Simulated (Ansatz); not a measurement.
`[OH][Ga]([F])[Br]` + H₂ → `[F][GaH][Br]` + H₂O at 500 K and 1 bar (hydrogenolysis of a Ga–O bond).

Program: Ansatz. Geometries: PBE0-D4/def2-TZVP. ΔE: electronic, gas phase. CCSD(T)/CBS is the MP2 limit (def2-TZVPP, def2-QZVPP) plus CCSD(T) − MP2 in def2-TZVPP, frozen cores. This one scheme is used for every species. For Br, Ga outer-core shells are correlated without core-valence functions, which leaves a few kJ/mol of doubt a bond. Scalar relativity is left out up to krypton. One conformer a species, not always the lowest.

```json
{"species": "`[OH][Ga]([F])[Br]`", "CCSD(T)/CBS energy (Eh)": "-4672.95707", "H − E (kJ/mol)": "78.8", "S (J/(mol·K))": "379.6"}
{"species": "H₂", "CCSD(T)/CBS energy (Eh)": "-1.17544", "H − E (kJ/mol)": "41.0", "S (J/(mol·K))": "145.5"}
{"species": "`[F][GaH][Br]`", "CCSD(T)/CBS energy (Eh)": "-4597.74300", "H − E (kJ/mol)": "53.0", "S (J/(mol·K))": "340.4"}
{"species": "H₂O", "CCSD(T)/CBS energy (Eh)": "-76.37941", "H − E (kJ/mol)": "73.2", "S (J/(mol·K))": "206.3"}
```

H − E and S are ideal-gas, rigid-rotor, harmonic terms from PBE0-D4/def2-TZVP, for one conformer and one mirror image of each species. The MP2-based limit puts H₂ 0.8 mEh under its directly extrapolated value; such offsets cancel only in part. 1 Eh = 2625.50 kJ/mol, R = 8.31446 J/(mol·K).

Task: By hand: ΔE, ΔH, ΔS and ΔG.

Result: ΔE = (-4597.74300) + (-76.37941) − (-4672.95707) − (-1.17544) = 0.01010 Eh = 26.5 kJ/mol. Δ(H − E) = 53.0 + 73.2 − 78.8 − 41.0 = 6.4, so ΔH = 32.9 kJ/mol. ΔS = 340.4 + 206.3 − 379.6 − 145.5 = 21.6 J/(mol·K). ΔG = 32.9 − 500 × (21.6)/1000 = 22.1 kJ/mol.

Task: By hand: the equilibrium constant, and the temperature at which ΔG would vanish if ΔH and ΔS stayed fixed.

Result: log₁₀ K = −ΔG/(RT ln 10) = -2.3. ΔG = 0 at ΔH/ΔS = 1523 K.

ΔH outweighs TΔS. A doubt of 5 kJ/mol in ΔE shifts log₁₀ K by 0.5 here. Other conformers and mirror images would add mixing entropy, several J/(mol·K) or more a flexible species. These are equilibria of isolated gas molecules and say nothing of rates. Largest T1 diagnostic: 0.012 (customary marks: 0.02 for closed shells, 0.045 for open ones).
